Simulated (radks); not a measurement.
Results of a calculation; reference values are marked as such.
Problem. The samarium ion Sm10+, configuration [Kr] 4d10 4f4 5s2. Level of theory: scalar-relativistic Kohn-Sham, exchange-only LDA, spin-polarised, spherical densities, point nucleus; open shells are filled with parallel spins first (spin-orbit coupling, left out, can overturn this in heavy ions) (a radial shooting solver on a logarithmic mesh with Libxc functionals). Some entries of the table are withheld. Estimate them.

orbital  occ.  eigenvalue (hartree)  <r^2> (bohr^2)
1s down     1             -1719.829       0.0007057
1s up       1             -1719.828       0.0007057
2s up       1             -286.0833         0.01112
2s down     1             -286.0813         0.01112
2p up       3             -255.9586        0.008922
2p down     3             -255.9575        0.008922
3s up       1             -67.35856         0.07444
3s down     1             -67.28990         0.07435
3p up       3             -57.93996         0.07449
3p down     3             -57.87196         0.07438
3d up       5             -45.15303         0.06283
3d down     5             -45.09991         0.06269
4s up       1             -18.10402          0.3745
4s down     1             -17.94503          0.3745
4p up       3             -14.98453          0.4201
4p down     3             -14.82673          0.4202
4d up       5             -10.59560          0.4977
4d down     5             -10.43981          0.4987
5s up       1              -6.71261           1.693
5s down     1              -6.60823           1.716
4f up       4              -5.78102          0.7049
5p up       0              -5.74537             (1)
5p down     0              -5.65422             (2)
4f down     0              -5.62933          0.7176
6s up       0              -3.49306           5.449
6s down     0              -3.45986           5.532

Solution. 
(1) 5p up <r^2> (bohr^2): 2.008
(2) 5p down <r^2> (bohr^2): 2.042
